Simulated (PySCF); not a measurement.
Compound: C2H9GeOP.
Atom-mapped SMILES: `[CH3:1][O:2][Ge@H:3]([CH3:4])[PH2:5]` (hydrogens: H6, H7, H8 on C1; H9 on Ge3; H10, H11, H12 on C4; H13, H14 on P5)

Method: PBE0-D3(BJ)/def2-SVP geometry optimisation, gas phase (PySCF 2.14.0).

Q: Give the optimised bond lengths and angles.

A: 
| bond | length (Å) | order |
| --- | --- | --- |
| C1–O2 | 1.396 | single |
| O2–Ge3 | 1.788 | single |
| Ge3–C4 | 1.949 | single |
| Ge3–P5 | 2.316 | single |
| C1–H6, C1–H7, C1–H8 | 1.106 | single |
| Ge3–H9 | 1.549 | single |
| C4–H10, C4–H11, C4–H12 | 1.100 | single |
| P5–H13, P5–H14 | 1.431 | single |

Bonds in one row agree within 0.01 Å and their mean is given. Orders are formal, as drawn. A selection of angles:
| angle | degrees |
| --- | --- |
| O2–C1–H6 | 112.9 |
| O2–C1–H7 | 108.7 |
| H6–C1–H7 | 107.3 |
| C1–O2–Ge3 | 120.3 |
| O2–Ge3–C4 | 109.1 |
| O2–Ge3–P5 | 102.7 |
| O2–Ge3–H9 | 108.1 |
| C4–Ge3–P5 | 114.5 |
| C4–Ge3–H9 | 111.1 |
| P5–Ge3–H9 | 111.0 |
| Ge3–C4–H10 | 110.4 |
| Ge3–C4–H11 | 110.7 |
| H10–C4–H11 | 108.5 |
| H10–C4–H12 | 108.9 |
| Ge3–P5–H13 | 92.2 |
| H13–P5–H14 | 92.9 |

Torsions: C1–O2–Ge3–C4 -72° (synclinal).

P5 (three-coordinate phosphorus) is pyramidal (angles 92.9°, 92.4° and 92.2°, sum 277.5°, 0.89 Å off the plane of its three neighbours). O2 (oxygen bonded to C and Ge) is bent (angle 120.3°). Ge3 (germanium bonded to C, O, P and H) is distorted tetrahedral (angles from 102.7° to 114.5°).

Point group: C1 (no symmetry element, even within 0.4 Å). Whether it is a minimum is left open (no frequencies). The numbers are those of one conformer (C1–O2–Ge3–C4 -72°, O2–Ge3–P5–H 72° and 165°).

Hardware: an Arm Neoverse V1 with one thread, shared host with 32 logical CPUs at a one-minute load of 24. Cost: 1.7 min of wall time, 0.59 GiB resident at most. These figures are those of the optimisation.
